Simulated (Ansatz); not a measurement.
Geometry optimisation, RKS BHLYP/def2-SVP (Ansatz 0.2.0).

input.yaml

```yaml
crystal:
  periodic: [false, false, false]
  atoms:
    - { symbol: Hf, position_ang: [-0.495896, 0.0, -0.53572] }
    - { symbol: Cl, position_ang: [0.054262, 0.0, 3.149179] }
    - { symbol: Cl, position_ang: [1.796524, 0.0, -0.056587] }
    - { symbol: Cl, position_ang: [-1.114126, 1.924478, -1.693874] }
    - { symbol: Cl, position_ang: [-1.114126, -1.924478, -1.693874] }
    - { symbol: H, position_ang: [-1.668468, 0.0, 0.886507] }
    - { symbol: H, position_ang: [-1.18947, 0.0, 2.685069] }
basis:
  gaussian: { orbitals: def2-SVP }
hamiltonian:
  xc: { name: BHLYP }
relax:
  f_tol: 0.03
  max_steps: 50
output:
  orbitals: {}
```

Command:

```bash
$ ansatz run input.yaml --threads 4 --pin off --max-ram 5120MiB --backend cpu --events-out ev --progress --plain --runs-dir out
```

Where does it end, and by what steps?

The run converged. The force dipped under the threshold on the way, but the program's further checks kept it going. After 9 steps the energy has fallen by 0.113 eV; Cl2 moved furthest, 0.62 Å.

```tsv
step	energy less start (eV)	largest force component (eV/Å)	accepted
0	0.0000	1.206	yes
1	-0.0486	0.743	yes
2	-0.0711	0.594	yes
3	-0.0827	0.523	yes
4	-0.1082	0.030	yes
5	-0.1094	0.028	yes
6	-0.1109	0.095	yes
7	-0.1114	0.128	yes
8	-0.1122	0.065	yes
9	-0.1125	0.004	yes
```

```xyz
7
Properties=species:S:1:pos:R:3
Hf -0.484 0.000 -0.772
Cl -0.159 0.000 3.733
Cl 1.785 0.000 -0.236
Cl -1.200 1.954 -1.828
Cl -1.200 -1.954 -1.828
H -1.379 0.000 0.814
H -1.094 0.000 2.857
```

Whether the end is a true minimum wasn't checked by a vibrational analysis.

The run took 20 s on 4 threads of Arm Neoverse V2 (shared host), peak memory 0.29 GiB.
